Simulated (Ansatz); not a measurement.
In3N3H12⁺, a cluster cut from zinc blende InN (hydrogen-capped). Total charge 1; doublet. Geometry PBE-D4/def2-SVP, that of the neutral singlet.

```csv
atom,x (Å),y (Å),z (Å)
In1,-0.2211,-0.4518,-2.2428
In2,2.0116,-0.5015,0.9922
In3,-1.8891,-0.1456,1.3008
N4,-1.7426,0.4626,-0.8603
N5,0.1920,0.4172,1.9446
N6,1.6414,0.1456,-1.1307
H7,-0.2402,0.5595,-3.6701
H8,-0.3692,-2.1727,-2.0799
H9,3.3529,0.4805,1.5373
H10,1.7833,-2.2208,1.0365
H11,-2.9309,1.0504,2.0387
H12,-1.9682,-1.8785,1.3277
H13,-1.6964,1.4907,-0.9273
H14,-2.6613,0.2356,-1.2732
H15,0.2861,1.4442,1.9495
H16,0.2483,0.1656,2.9443
H17,1.7784,1.1647,-1.2097
H18,2.4250,-0.2457,-1.6775
```

In the def2 sets In takes a core potential; there is no spin–orbit coupling. At LDA (SPW92)/def2-TZVP, PBE-D4/def2-TZVP an occupied level of the charge 1 doublet lies above an empty one (by up to 0.15 eV), so this SCF solution is probably not the lowest. At LDA (SPW92)/def2-TZVP, PBE-D4/def2-TZVP the gap within one spin of the charge 1 doublet nearly closes, so an electron or hole may be smeared out by delocalisation error.

Problem. Estimate the α-spin orbital energies around the gap (eV) in Ansatz with LDA (SPW92)/def2-TZVP, PBE-D4/def2-TZVP, PBE0-D4/def2-TZVP.

Solution. 
```tsv
orbital	LDA (SPW92)/def2-TZVP	PBE-D4/def2-TZVP	PBE0-D4/def2-TZVP
HOMO−5	-11.81	-11.68	-13.19
HOMO−4	-11.22	-11.18	-12.68
HOMO−3	-11.15	-11.04	-12.38
HOMO−2	-11.09	-10.98	-12.06
HOMO−1	-11.02	-10.97	-12.04
HOMO	-10.80	-10.72	-11.91
LUMO	-5.40	-5.24	-4.45
LUMO+1	-5.24	-5.04	-4.34
LUMO+2	-5.12	-4.90	-4.06
LUMO+3	-4.30	-4.09	-3.34
LUMO+4	-3.96	-3.78	-2.82
LUMO+5	-3.86	-3.67	-2.65
β HOMO	-10.50	-10.39	-11.19
β LUMO	-10.65	-10.54	-10.51
```
